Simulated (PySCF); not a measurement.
**I²⁰⁺: ionisation energy**

I²⁰⁺ [Ar] 3d10 4s2 4p3 (4S) → I²¹⁺ [Ar] 3d10 4s2 4p2 (3P), as a difference of total energies. All numbers are calculated (PySCF 2.14, scalar relativity by spin-free X2C-1e, in an even-tempered Gaussian basis (20 s from 1.2 bohr⁻², ratio 2.5; 14 p from 1.5 bohr⁻², ratio 2.5; 9 d from 2.7 bohr⁻², ratio 2.5; 5 f from 9.1 bohr⁻², ratio 2.7; 4 g from 14 bohr⁻², ratio 2.7)). Correlated levels: outer shells: [Ne] frozen; virtual orbitals above 40 to 60 times the deepest correlated orbital energy dropped. The calculations carry no spin-orbit coupling.

| method | ionisation energy (eV) |
| --- | --- |
| UHF | 610.07 |
| LDA | 611.18 |
| PBE0 | 611.03 |
| MP2 (outer shells) | 611.17 |
| SCS-MP2 (outer shells) | 610.86 |

Estimate what r2SCAN gives.

611.43 eV, closest to LDA among the rows shown.

Estimate what PBE gives.

610.89 eV, closest to SCS-MP2 (outer shells) among the rows shown.

Spin-orbit coupling is strong in these open shells (close to jj coupling). The scalar numbers leave it out and a first-order estimate fails, so it can dominate the gap to the real levels.

Breit and QED terms and the two-electron picture change are absent.

For comparison: 601 ± 4 eV (theoretical estimate listed by NIST; NIST Atomic Spectra Database, ionization energies).
